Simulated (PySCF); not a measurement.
Si(H)2(Me)2 (C₂H₈Si), SMILES [SiH2](C)C. Atoms are numbered in the order given.

```xyz
11

Si     0.0000     0.0000    -0.5500
C      1.5525     0.0000     0.5124
C     -1.5525     0.0000     0.5124
H      0.0000     1.2076    -1.4373
H      0.0000    -1.2076    -1.4373
H      1.5877    -0.8906     1.1608
H      2.4626     0.0000    -0.1083
H      1.5877     0.8906     1.1608
H     -2.4626     0.0000    -0.1083
H     -1.5877    -0.8906     1.1608
H     -1.5877     0.8906     1.1608
```

The structure is a stationary point at r2SCAN-D4/def2-SVP. The isomer is the one that the SMILES or the coordinates give; other isomers of the formula were not compared.

These are PBE0/pcSseg-1 (PySCF) values and carry that method's errors.

GIAO shieldings, no solvent; atoms alike by connectivity are averaged. δ = σ(ref) − σ: ²⁹Si against TMS (σ = 352.7 ppm); ¹³C against TMS (σ = 186.3 ppm); ¹H against TMS (σ = 31.56 ppm), references at their B3LYP-D3(BJ)/def2-TZVP geometries, non-relativistic.

Computed chemical shifts:
```csv
nucleus,atoms,count,δ (ppm)
²⁹Si,Si1,1,-39.4
¹³C,"C2, C3",2,-3.5
¹H,"H4, H5",2,4.41
¹H,"H6, H7, H8, H9, H10, H11",6,0.48
```
